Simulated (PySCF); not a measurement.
C5H9O4P.
Bonds: O1–P2 (double), P2–O3, O3–C4, C4–C5, C5–C6, P2–O7, O7–C8, C8–C9, C9–O10, P2–O10, C4–C6. Hydrogens: H11 on C4; H12, H13 on C5; H14, H15 on C6; H16, H17 on C8; H18, H19 on C9.

The closed-shell ground state was solved at several levels (PySCF, density fitting, gas phase, non-relativistic). One conformer (not necessarily the lowest) at the PBE0-D3(BJ)/def2-SVP geometry, without solvent, vibrations or thermal averaging.

```json
{"level": "PBE0/pcSseg-1", "basis functions": "222", "total energy (Eh)": "-837.4921", "HOMO (eV)": "-8.03", "LUMO (eV)": "1.06", "gap (eV)": "9.09", "dipole (D)": "4.32"}
{"level": "PBE0/def2-SVPD", "basis functions": "288", "total energy (Eh)": "-837.1231", "HOMO (eV)": "-8.10", "LUMO (eV)": "0.43", "gap (eV)": "8.53", "dipole (D)": "4.35"}
```

Q: Estimate the row for wB97X-D/pcSseg-1, a basis of 222 functions; the other rows only guide the guess.

A: Total energy -837.9998 Eh, HOMO -9.95 eV, LUMO 2.92 eV, gap 12.87 eV, dipole 4.41 D.

Q: Over all these levels, which gives the widest orbital gap and which the narrowest?

A: wB97X-D/pcSseg-1 (range-separated hybrid) has the widest, 12.87 eV, and PBE0/def2-SVPD (global hybrid, 25 % exact exchange) the narrowest, 8.53 eV. Functional and basis both differ between the two, so the spread mixes both effects.

Q: How far do the dipole and the HOMO energy spread over the levels?

A: The dipole runs from 4.32 to 4.41 D (mean 4.36 D) and the HOMO from -9.95 to -8.03 eV.

The pairwise dispersion term of wB97X-D wasn't added to the energies; at a given geometry it leaves orbitals and properties as they are.
